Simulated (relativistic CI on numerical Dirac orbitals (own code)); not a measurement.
## Ge30+: sensitivity of the levels to the model

Base calculation: Dirac-Coulomb-Breit CI, KLI orbitals optimised for each configuration, model QED, unscaled Slater integrals.

Configurations in the expansion: 1s2, 1s 2s, 1s 2p, 1s 3s, 1s 3p, 1s 3d, 1s 4s, 1s 4p, 1s 4d, 1s 4f, 1s 5s, 1s 5p, 1s 5d, 1s 5f, 1s 5g, 1s 6s, 1s 6p, 1s 6d. Levels of other configurations are missing.

Variants: (1) configuration mixing switched off; (2) one mean potential for all configurations. Shifts of the energy above 1s2 1S_0, in eV, for the lowest level and the first level of each name with at least 55 % of one term (blank where a level changes its place among those of its configuration and J or its character, or is not in the variant):

```csv
Level,Base,Δ(1),Δ(2)
1s2 1S_0,0.0,0.0,0.0
1s 2s 3S_1,10178.8,0.0,-0.3
1s 2p 3P°_0,10216.6,0.0,-0.4
1s 2p 3P°_1,10219.4,0.0,-0.4
1s 2s 1S_0,10219.6,+0.2,+0.4
1s 2p 3P°_2,10257.4,0.0,-0.4
1s 2p 1P°_1,10279.1,+0.1,-0.2
1s 3s 3S_1,12068.7,0.0,-0.2
1s 3p 3P°_0,12079.1,0.0,-0.2
1s 3s 1S_0,12079.6,-0.1,-0.1
1s 3p 3P°_1,12079.9,0.0,-0.2
1s 3p 3P°_2,12091.2,0.0,-0.2
1s 3d 3D_2,12096.5,0.0,-0.2
1s 3d 3D_1,12096.7,0.0,-0.2
1s 3p 1P°_1,12097.2,0.0,-0.2
1s 3d 3D_3,12100.5,0.0,-0.2
1s 3d 1D_2,12101.0,0.0,-0.1
1s 4s 3S_1,12723.6,0.0,-0.2
1s 4p 3P°_0,12727.8,0.0,-0.2
1s 4s 1S_0,12728.0,-0.1,-0.1
1s 4p 3P°_1,12728.2,0.0,-0.2
1s 4p 3P°_2,12733.0,0.0,-0.2
```

At this charge energies of transitions that change n are usually good to better than 1 %, and those within a shell (Δn = 0) to a few per cent.

Ionisation energy from the two ground configurations alone: base 13555.7 eV. The NIST ASD value (theoretical) is 13557.4 eV.

LS names give the leading component of a level, which can be under half, so a name can repeat, a term be missing and a line seem to break the LS rules.
